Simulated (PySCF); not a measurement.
Species: Mo(SH)4 (triplet state).
Bonds: Mo1–S2, Mo1–S4, Mo1–S6, Mo1–S8. Hydrogens: H3 on S2; H5 on S4; H7 on S6; H9 on S8.

The calculation used PBE0-D3(BJ)/def2-SVP geometry optimisation, gas phase, def2 core potentials past Kr in PySCF 2.14.0.

Task: List the bond lengths, angles and torsions at this level.

Result: 
```
                  bond  length (bohr)
                Mo1–S2          4.362
Mo1–S4, Mo1–S6, Mo1–S8          4.350
S2–H3 and 3 like bonds          2.565
```

Bonds in one row agree within 0.02 bohr and their mean is given. A selection of angles:
```
    angle  degrees
S2–Mo1–S4    117.3
S2–Mo1–S6    107.5
S2–Mo1–S8    110.1
S4–Mo1–S6    103.7
S4–Mo1–S8    115.6
S6–Mo1–S8    100.7
Mo1–S2–H3     96.5
Mo1–S4–H5     97.9
Mo1–S6–H7     98.8
```

Torsions: H3–S2–Mo1–S4 51° (synclinal); H5–S4–Mo1–S2 69° (synclinal); H7–S6–Mo1–S2 -176° (antiperiplanar); H9–S8–Mo1–S2 108° (anticlinal). The mirror-image conformer, all signs reversed, is as good.

Mo1 (molybdenum bonded to 4 S) is distorted tetrahedral (angles from 100.7° to 117.3°).

No PBE0-D3(BJ)/def2-SVP frequencies stand behind this structure, so it isn't proved a minimum. ⟨S²⟩ = 2.018 (exact for a triplet: 2.00).
